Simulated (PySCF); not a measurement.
# Working out the ionisation energy of Kr

Kr [Kr] (1S) → Kr⁺ [Ar] 3d10 4s2 4p5 (2P). Calculation: PySCF 2.14, in def2-TZVPPD (7s6p5d1f, 57 functions); no relativity, point nucleus. Frozen: [Ar] 3d10. Energies in hartree (1 hartree = 27.21139 eV):

```tsv
part	Kr (lower)	Kr⁺ (upper)
UHF	-2752.003097	-2751.522171
CCSD correlation	-0.188630	-0.158633
(T)	-0.005678	-0.004164
```

Q: What does Hartree-Fock give?

A: (-2751.522171) − (-2752.003097) = 0.480926 hartree = 13.087 eV.

Q: What do CCSD and CCSD(T) give?

A: The CCSD correlation energies differ by 0.029997 hartree = 0.816 eV and the triples by 0.001514 hartree = 0.041 eV, so CCSD gives 13.903 eV and CCSD(T) 13.944 eV.

Measured between the centres of the two terms (NIST): 14.222 eV, so CCSD(T) (valence) is off by -0.278 eV.

The calculation is non-relativistic.

What remains against the reference includes basis incompleteness, the frozen core and higher excitations.
